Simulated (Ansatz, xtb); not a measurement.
Molecule: YCl2 (charge 0, doublet). The spin state was set by rule; other spins were not relaxed. SMILES of the parent species: [Cl][Y][Cl]
Structure (B3LYP-D3(BJ)/def2-TZVP (Ansatz, a first-principles code) minimum search):
```
Y
Cl 1 2.4388
Cl 1 2.4388 2 125.83
```
Charge 0, spin multiplicity 2.

Harmonic wavenumbers from GFN2-xTB (xtb, at its own minimum), cm⁻¹: 94, 241, 274.

**Question.** Give the harmonic wavenumbers at B3LYP-D3(BJ)/def2-TZVP (Ansatz, finite differences of forces, unscaled).

**Answer.** 60, 342, 369 cm⁻¹. Zero-point energy 1.1 kcal/mol.

**Question.** From these and the geometry, give the ideal-gas thermochemistry at 298.15 K and 1 atm (rigid rotor, harmonic oscillator).

**Answer.** Point group C2v, rotational symmetry number 2. Rotational constants 10.39, 1.512, 1.32 GHz. S(trans) 41.12, S(rot) 25.76, S(vib) 6.75, S(elec, spin only) 1.38, S 75.0 cal/(mol K). H(298) - H(0) 3.33 kcal/mol; G - E(el) -17.9 kcal/mol.
